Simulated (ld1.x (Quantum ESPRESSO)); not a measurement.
# What one change does to a pseudopotential (barium, TM)

| Item | Value |
| --- | --- |
| Element | Ba (Z = 56) |
| Generator | ld1.x (Quantum ESPRESSO) 7.5 |
| Type | norm-conserving Troullier–Martins (Kleinman–Bylander form) |
| Functional | LDA (PZ) |
| Relativity | scalar-relativistic |
| Frozen core | [Xe] |
| Valence charge | 2 |
| Reference configuration | 5d0 6s1.75 6p0.25 |
| Partial waves | 6s (bound): rc 3.90 bohr; 6p (bound): rc 3.75 bohr; 5d (bound, empty): rc 2.90 bohr |
| Local potential | all-electron potential smoothed inside 2.80 bohr (lloc = -1) |
| Core correction | Bessel-smoothed model core inside 1.45 bohr |

All-electron outer shells of the reference configuration (LDA (PZ), scalar-relativistic, ld1.x):

| shell | level (eV) | outermost node (bohr) | outermost maximum (bohr) |
| --- | --- | --- | --- |
| 5s | -34.10 | 0.80 | 1.47 |
| 5p | -19.09 | 0.86 | 1.67 |
| 6s | -3.51 | 1.96 | 4.05 |
| 5d | -2.36 | 1.00 | 2.49 |
| 6p | -1.42 | 2.35 | 5.34 |

Change: functional PBE.

Cutoffs: the cutoffs (Ry, on a coarse ladder) from which the occupation-weighted sum of valence levels, in a spherical-Bessel basis at the reference potential, stays within 10 and 1 mRy of its value at 400 Ry; they do not see the model core or the augmentation charge, which bear on the density cutoff. Errors are all-electron minus pseudo energies relative to the spin-unpolarised reference configuration.

Task: How do hardness, ghosts and transferability respond?

Result: Both files are so soft that the ladder of cutoffs tells neither apart; both files keep a bound ghost (p, s); the number of tests with a reliable result goes from 9 to 7; of the 7 tests that both files solve, the error grows in 1 and shrinks in 2 by more than 15 % and 0.3 meV (median size 15.3 → 17.5 meV).

```tsv
quantity	base	changed
cutoff, loose	6 Ry	6 Ry
cutoff, tight	8 Ry	8 Ry
bound ghosts	s, p	s, p
error for 5d0 6s2 6p0, meV [ΔE -0.52 → -0.50 eV]	-0.2	-0.3
error for 5d0 6s1 6p0, meV [ΔE 5.02 → 4.86 eV]	-5.0	-4.1
error for 5d0 6s1.5 6p0, meV [ΔE 1.69 → 1.64 eV]	-0.4	-0.3
error for 5d1 6s1 6p0, meV [ΔE 0.83 eV]	-47	-54
error for 5d0 6s0 6p1, meV [ΔE 7.73 → 7.46 eV]	-66	-56
error for 5d0 6s0 6p2, meV [ΔE 3.85 → 3.64 eV]	-37	-35
error for 5d0.5 6s1.5 6p0, meV [ΔE 0.12 → 0.14 eV]	-15	-18
s: phases at 4.24 bohr within 0.05 rad from the reference energy up to (Ry; the scan ends near 5)	0.9	0.9
p: phases at 4.24 bohr within 0.05 rad from the reference energy up to (Ry; the scan ends near 5)	0.1	0.1
d: phases at 4.24 bohr within 0.05 rad from the reference energy up to (Ry; the scan ends near 5)	3.9	3.9
```

 A true bound ghost makes a file unfit for plane-wave use even where its test errors are small: the radial tests pick states by their node count and pass the ghost by.
